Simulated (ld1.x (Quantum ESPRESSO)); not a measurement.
**Ranking ultrasoft potentials for Se**

All share these settings but for the change named:

ld1.x (Quantum ESPRESSO) 7.5 input, shortened:

```
&input
   title='Se', zed=34., rel=1, dft='PBE', iswitch=3,
   config='[Ar] 3d10 4s1.5 4p4.5 4d-2'
 /
 &inputp
   pseudotype=3, tm=.true., lloc=-1, rcloc=1.65,
   nlcc=.false.,
   which_augfun='PSQ', rmatch_augfun_nc=.true.
 /
5
4S  1  0   1.50   0.00  1.30  1.70  0.0
4S  1  0   0.00  -0.65  1.30  1.70  0.0
4P  2  1   4.50   0.00  1.35  1.80  0.0
4P  2  1   0.00   1.85  1.35  1.80  0.0
4D  3  2  -2.00   0.40  1.50  1.75  0.0
 &test
   configts(1)='4s1.5 4p4.5'
 /
```

Test errors are all-electron minus pseudo excitation energies from the reference, over 4s2 4p4; 4s2 4p3; 4s2 4p2; 4s1 4p5; 4s1 4p4; 4s0 4p6; 4s2 4p3.5. None of these files shows a bound ghost.

The base gives 21.4 meV.

Of 6 variants that were run, those that failed, showed a ghost or another fault, or gave nearly equal values are left out.

A variant can come out equal or close to the base, since the largest error may sit in a test that the change hardly touches while other tests move.

Task: Rank these variants by their largest absolute test error, smallest first.
A. core correction a·sin(br)/r model core inside 1.96 bohr
B. core correction a·sin(br)/r model core inside 1.50 bohr
C. core correction a·sin(br)/r model core inside 0.96 bohr

Result: C (15.4 meV), B (21.0 meV), A (31.2 meV).
